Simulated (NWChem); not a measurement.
# LiCl; SMILES [Li][Cl]

All runs: NWChem. Structure relaxed at the B3LYP/6-31G* (spherical d) level. B3LYP is NWChem's, with the RPA form of VWN correlation. Vertical excitations in the gas phase; the lowest state need not have the same character in each row.

| level | lowest excitation, singlet (eV) | oscillator strength of that lowest state | orbital gap (eV) |
|---|---|---|---|
| PBE/def2-SVPD, TDA | 3.97 | 0.021 | 4.01 |
| B3LYP/def2-SVPD, TDA | 4.34 | 0.023 | 5.25 |
| BHandHLYP/def2-SVPD, TDA | 5.02 | 0.028 | 7.18 |
| LRC-wPBEh/def2-SVPD, TDA | [?] | 0.026 | [?] |

Problem. Complete the blanks.

Solution. 
- LRC-wPBEh/def2-SVPD, TDA, lowest excitation, singlet (eV): 4.86
- LRC-wPBEh/def2-SVPD, TDA, orbital gap (eV): 8.57
